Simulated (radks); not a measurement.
The numbers below are computed, except where a source is named.
Charge is removed step by step from the 5s1/2 level of Ce3+, starting from [Xe] 4f1. Code: a radial shooting solver on a logarithmic mesh with Libxc functionals. Model: Dirac Kohn-Sham, BLYP, spin-unpolarised, spherical densities, point nucleus; open shells are shared between the two j in proportion to 2j + 1.

removed (e)  E - E(0) (eV)  eigenvalue (eV)  E minus straight line (eV)
0                    0.000          -63.407                       0.000
0.125                8.031          -65.097                      -0.750
0.25                16.275          -66.797                      -1.288
0.375               24.731          -68.507                      -1.613
0.5                 33.402          -70.227                      -1.724
0.625               42.288          -71.956                      -1.619
0.75                51.391          -73.693                      -1.297
0.875               60.712          -75.440                      -0.758
1                   70.252          -77.195                       0.000

Removing the whole electron costs 70.252 eV by Delta-SCF, against 63.407 eV from minus the eigenvalue at the starting occupation. Slater's transition state (half an electron removed) gives 70.227 eV. Integrating minus the eigenvalue over the occupation (Janak's theorem) gives 70.252 eV. The mean slope of the eigenvalue, de/dn, is 13.8 eV per electron.
